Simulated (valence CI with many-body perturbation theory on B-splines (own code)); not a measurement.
**Ca⁷⁺: electric-dipole lines**

Computed by configuration interaction combined with many-body perturbation theory (CI+MBPT): three valence electrons over a frozen Dirac-Fock core [Ne], radial functions for each j: 11 s, 11 p, 10 d, 8 f, 5 g, 2 h, with the one-electron correlation potential Σ1 (screened to all orders), the two-electron term Σ2, the three-electron term Σ3, Breit, model QED; selected single and double excitations, second order for the rest, scaled by the run's own slope (own B-spline code, finite nucleus).

No measured spectrum was set against this ion. As an estimate, levels hold to about 100 cm⁻¹ or 0.05 % of their energy and the worst to 300 or 400 cm⁻¹, as in measured light ions of charge 2 to 7.

Lines 51 to 100 of 521 in falling wavelength, among levels below 885470 cm⁻¹, chosen from the strongest by gf and those to the six lowest levels. Wavelengths and rates use the calculated energies, so an error of 200 cm⁻¹ moves a line at 1290 Å by 0.26 % and its rate by three times that or more. Electric multipoles are in the length gauge, E1 and E2 with the static RPA response of the core. Weak lines are less certain than strong ones. Lines between different terms over intervals too small for the method are left out, as are lines whose strength nearly cancels. Where a level lies close to another of its J and parity, the split of strength between their lines is uncertain. The highest levels of a list are the least certain.

Names give the largest LS component (configuration and term), which can be under half, so a name can repeat, a term be missing and a line seem to break the LS rules; names also repeat where a configuration has a term twice. Letters in brackets count levels of one name in rising energy.

| λ vac (Å) | Upper | Lower | A (s⁻¹) | log gf | Branch % |
| --- | --- | --- | --- | --- | --- |
| 1290 | 3s 3p 4d 4D°_3/2 | 3s 3p 4p 4P_3/2 | 4.90e+08 | -0.31 | 1.2 |
| 1283 | 3s 3p 4d 4D°_5/2 | 3s 3p 4p 4P_3/2 | 6.88e+08 | 0.01 | 1.7 |
| 1281 | 3s 3p 4d 4D°_1/2 | 3s 3p 4p 4P_1/2 | 8.22e+08 | -0.39 | 2.1 |
| 1277 | 3s 3p 4d 4D°_3/2 | 3s 3p 4p 4P_1/2 | 4.40e+08 | -0.37 | 1.1 |
| 1273 | 3s 3p 4p 2S_1/2 [a] | 3s 3p 4s 2P°_3/2 [a] | 7.47e+08 | -0.44 | 2.9 |
| 1238 | 3s 3p 4d 2F°_7/2 | 3s 3p 4p 2D_5/2 [a] | 1.63e+09 | 0.48 | 5.8 |
| 1233 | 3s 3p 4d 2F°_5/2 | 3s 3p 4p 2D_3/2 [a] | 1.42e+09 | 0.29 | 5.4 |
| 1200 | 3s 3p 4d 4D°_7/2 | 3s 3p 4p 4D_7/2 | 2.34e+08 | -0.39 | 0.6 |
| 1183 | 3s2 4d 2D_3/2 | 3s2 4p 2P°_3/2 | 2.96e+08 | -0.60 | 1.1 |
| 1181 | 3s2 4d 2D_5/2 | 3s2 4p 2P°_3/2 | 1.78e+09 | 0.35 | 6.8 |
| 1165 | 3s 3p 4d 4D°_7/2 | 3s 3p 4p 4D_5/2 | 3.57e+08 | -0.24 | 0.9 |
| 1164 | 3s2 4d 2D_3/2 | 3s2 4p 2P°_1/2 | 1.54e+09 | 0.10 | 5.9 |
| 1161 | 3s 3p 4d 4D°_5/2 | 3s 3p 4p 4D_3/2 | 4.35e+08 | -0.28 | 1.1 |
| 1160 | 3s 3p 4d 4P°_5/2 | 3s 3p 4p 4S_3/2 | 8.35e+08 | 0.00 | 3.6 |
| 1151 | 3s 3p 4d 4P°_3/2 | 3s 3p 4p 4S_3/2 | 7.57e+08 | -0.22 | 3.2 |
| 1142 | 3p 3d2 4P°_3/2 | 3s 3p 4p 4S_3/2 | 5.71e+08 | -0.35 | 3.1 |
| 1136 | 3s 3p 4d 4P°_1/2 | 3s 3p 4p 4S_3/2 | 1.60e+09 | -0.21 | 7.8 |
| 1134 | 3s 3p 4d 4P°_5/2 | 3s 3p 4p 4P_5/2 | 6.86e+08 | -0.10 | 3.0 |
| 1117 | 3s 3p 4d 2D°_5/2 | 3s 3p 4p 2P_3/2 [a] | 1.20e+09 | 0.13 | 8.0 |
| 1110 | 3s 3p 4d 4P°_5/2 | 3s 3p 4p 4P_3/2 | 5.00e+08 | -0.26 | 2.2 |
| 1110 | 3s 3p 4d 2D°_3/2 | 3s 3p 4p 2P_1/2 [a] | 1.06e+09 | -0.11 | 7.1 |
| 1103 | 3p 3d2 4D°_5/2 [a] | 3s 3p 4p 2P_3/2 [a] | 2.52e+08 | -0.56 | 1.7 |
| 1103 | 3s 3p 4d 4F°_7/2 | 3s 3p 4p 4D_7/2 | 5.22e+08 | -0.12 | 10.4 |
| 1088 | 3s 3p 4d 4F°_5/2 | 3s 3p 4p 4D_5/2 | 7.75e+08 | -0.08 | 14.0 |
| 1084 | 3s 3p 4d 4F°_9/2 | 3s 3p 4p 4D_7/2 | 2.76e+09 | 0.69 | 92.4 |
| 1083 | 3s 3p 4d 4F°_3/2 | 3s 3p 4p 4D_3/2 | 6.43e+08 | -0.34 | 13.7 |
| 1076 | 3s 3p 4d 4F°_3/2 | 3s 3p 4p 4D_1/2 | 1.29e+09 | -0.05 | 27.5 |
| 1074 | 3s 3p 4d 4F°_5/2 | 3s 3p 4p 4D_3/2 | 1.43e+09 | 0.17 | 25.9 |
| 1073 | 3s 3p 4d 4F°_7/2 | 3s 3p 4p 4D_5/2 | 2.05e+09 | 0.45 | 40.7 |
| 1049 | 3s 3p 4d 4F°_5/2 | 3s 3p 4p 2P_3/2 [a] | 2.94e+08 | -0.54 | 5.3 |
| 959.9 | 3s 3p 4d 2P°_3/2 | 3s 3p 4p 2P_3/2 [a] | 7.05e+08 | -0.41 | 3.3 |
| 916.0 | 3p2 3d 2G_7/2 | 3s 3p 3d 2F°_5/2 [b] | 2.90e+08 | -0.54 | 13.9 |
| 904.3 | 3p2 3d 2G_9/2 | 3s 3p 3d 2F°_7/2 [b] | 3.07e+08 | -0.42 | 15.0 |
| 837.9 | 3p2 3d 2F_7/2 [a] | 3s 3p 3d 2F°_7/2 [a] | 3.43e+08 | -0.54 | 12.8 |
| 826.0 | 3p2 3d 2F_5/2 [a] | 3s 3p 3d 2F°_5/2 [a] | 3.97e+08 | -0.61 | 15.9 |
| 736.5 | 3p 3d2 2G°_9/2 | 3s 3d2 2G_9/2 | 4.98e+08 | -0.39 | 2.7 |
| 735.2 | 3p 3d2 2G°_7/2 | 3s 3d2 2G_7/2 | 4.83e+08 | -0.50 | 2.7 |
| 706.3 | 3p2 3d 2F_5/2 [a] | 3s 3p 3d 2D°_3/2 [a] | 6.41e+08 | -0.54 | 25.6 |
| 706.2 | 3s2 5d 2D_3/2 | 3s2 4f 2F°_5/2 | 1.08e+09 | -0.49 | 6.4 |
| 706.1 | 3s2 5d 2D_5/2 | 3s2 4f 2F°_7/2 | 1.03e+09 | -0.34 | 5.8 |
| 706.1 | 3p 3d2 4G°_5/2 | 3s 3d2 4F_3/2 | 1.29e+09 | -0.24 | 22.4 |
| 701.5 | 3p 3d2 4G°_7/2 | 3s 3d2 4F_5/2 | 1.32e+09 | -0.11 | 22.7 |
| 697.8 | 3p2 3d 2F_7/2 [a] | 3s 3p 3d 2D°_5/2 [a] | 6.82e+08 | -0.40 | 25.4 |
| 696.5 | 3p3 2P°_3/2 | 3s 3p2 2P_3/2 | 8.87e+08 | -0.59 | 14.1 |
| 695.8 | 3p 3d2 4G°_9/2 | 3s 3d2 4F_7/2 | 1.45e+09 | 0.02 | 24.8 |
| 690.9 | 3p 3d2 2H°_9/2 | 3s 3d2 2G_7/2 | 2.49e+09 | 0.25 | 34.0 |
| 690.6 | 3p2 3d 2D_5/2 [b] | 3s 3p 3d 2P°_3/2 [b] | 7.42e+08 | -0.50 | 6.9 |
| 688.7 | 3p 3d2 4G°_11/2 | 3s 3d2 4F_9/2 | 1.67e+09 | 0.15 | 28.4 |
| 685.3 | 3s2 5p 2P°_1/2 | 3s2 4d 2D_3/2 | 4.60e+09 | -0.19 | 43.5 |
| 683.2 | 3s2 5p 2P°_3/2 | 3s2 4d 2D_5/2 | 3.62e+09 | 0.01 | 37.5 |

(1) How does gf follow from A for the line at 1273 Å?

## Answers

(1) gf = 1.4992 × (2J+1)_upper × A / σ², with σ = 78560 cm⁻¹ and 2J+1 = 2: gf = 0.363.
